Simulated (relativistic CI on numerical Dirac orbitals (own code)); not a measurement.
Computed by Dirac-Coulomb-Breit CI, orbitals from a KLI potential per configuration, model QED (radiative potential, 1s self-energy scaled to tabulated hydrogen-like ionisation energies), unscaled Slater integrals (own radial code, finite nucleus).

The strongest absorption lines from the ground level of an ion, among the configurations computed and to levels below about 505 eV (vacuum wavelength in nm, gf): 3.4704 (0.035), 3.6485 (0.02), 3.8829 (0.038), 4.0240 (0.62).

Problem. Which ion is it?
A. Pr37+
B. Lu49+
C. Eu41+
D. Eu43+

Solution. C. Eu41+ has 22 electrons and the ground level 3s²3p⁶3d⁴ ³P0; the strongest line goes to 3s²3p⁵3d⁵ ³D°1. The pattern of lines fixes the number of electrons, and along that sequence the line energies rise steadily with the charge (about as its square where n changes within one kind of shell, about linearly where n is kept but much faster in heavy ions where fine structure, which grows about as Z⁴, sets the gap, and irregularly where shells cross), which fixes Z. Configurations outside the model, such as inner-shell arrays, can give stronger lines. At this charge energies of transitions that change n are usually good to better than 1 %, and those within a shell (Δn = 0) to a few per cent.

LS names give the leading component of a level, which can be under half, so a name can repeat, a term be missing and a line seem to break the LS rules.
